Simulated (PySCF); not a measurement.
B3LYP has the VWN-RPA correlation part, as in Gaussian. 

```xyz
17

C      1.4470     0.3261    -0.3888
C      0.0000     0.0000     0.0000
C     -0.8737    -0.0289    -1.2599
C     -0.0483    -1.3701     0.6870
C     -0.5250     1.0729     0.9617
H      1.5105     1.2991    -0.8814
H      1.8467    -0.4242    -1.0751
H      2.0927     0.3530     0.4920
H     -1.9122    -0.2594    -1.0111
H     -0.8573     0.9370    -1.7701
H     -0.5211    -0.7863    -1.9638
H      0.5670    -1.3775     1.5897
H      0.3210    -2.1547     0.0226
H     -1.0701    -1.6279     0.9753
H     -0.5015     2.0611     0.4965
H      0.0807     1.1150     1.8699
H     -1.5564     0.8646     1.2554
```

Charge 0, multiplicity 1.

Q: Give the Mulliken and meta-Löwdin atomic charges from B3LYP-D3(BJ)/def2-TZVP run with PySCF.

A: 
| atom | Mulliken (e) | meta-Löwdin (e) |
|---|---|---|
| C1 | -0.33 | -0.33 |
| C2 | 0.07 | 0.10 |
| C3 | -0.33 | -0.33 |
| C4 | -0.33 | -0.33 |
| C5 | -0.33 | -0.33 |
| H6 | 0.10 | 0.10 |
| H7 | 0.10 | 0.10 |
| H8 | 0.10 | 0.10 |
| H9 | 0.10 | 0.10 |
| H10 | 0.10 | 0.10 |
| H11 | 0.10 | 0.10 |
| H12 | 0.10 | 0.10 |
| H13 | 0.10 | 0.10 |
| H14 | 0.10 | 0.10 |
| H15 | 0.10 | 0.10 |
| H16 | 0.10 | 0.10 |
| H17 | 0.10 | 0.10 |
